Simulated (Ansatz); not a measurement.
ClCu, charge +1, doublet, at a GFN2-xTB geometry (such geometries of metal compounds can be far from the true shape) (the multiplicity is a formal guess); SVWN5/def2-SVP in Ansatz (an electronic-structure program).

Ansatz was given this input:
Ansatz 0.2 input:
```yaml
crystal:
  periodic: [false, false, false]
  atoms:
    - {symbol: Cu, position_ang: [-0.00000000, -0.00000000, -0.80004762]}
    - {symbol: Cl, position_ang: [0.00000000, 0.00000000, 1.36478711]}
basis:
  gaussian:
    orbitals: def2-SVP
    fitting: {mean_field: def2-universal-JKFIT}
hamiltonian:
  xc: {name: SVWN5}
total_charge: 1
magnetization: {spin_polarized: true, initial_magnetization: 1}
```

What the program printed (banner, timings and long lists left out):

```
Functional definition: SVWN5
392 factors; integrals over basis functions are off by at most 3.1e-2 eV
mean field evaluation 1: about -57011.6047 eV, gradient 7.1e1 eV
mean field evaluation 2: about -56306.7919 eV, gradient 1.4e2 eV
mean field evaluation 4: about -56928.5403 eV, gradient 1.2e2 eV
mean field evaluation 8: about -57028.3257 eV, gradient 2.9e-2 eV
mean field evaluation 16: about -57028.3256 eV, gradient 1.1e-5 eV
mean field evaluation 32: about -57027.6357 eV, gradient 1.3e0 eV
mean field evaluation 64: about -57025.6810 eV, gradient 4.8e0 eV
mean field evaluation 96: about -57027.1761 eV, gradient 2.6e-1 eV
mean field -57028.32558847 eV, -2095.7523101890 hartree, gradient 1.4e-6 eV, S^2 0.751187; 12 other end points of the search recorded, 0 dependent functions left out
reference -57028.32566914 eV, -2095.7523131535 hartree; 23, 22 occupied and 26, 27 virtual orbitals, 392 factors
Total energy: -57028.32566914 eV, -2095.7523131535 hartree
```
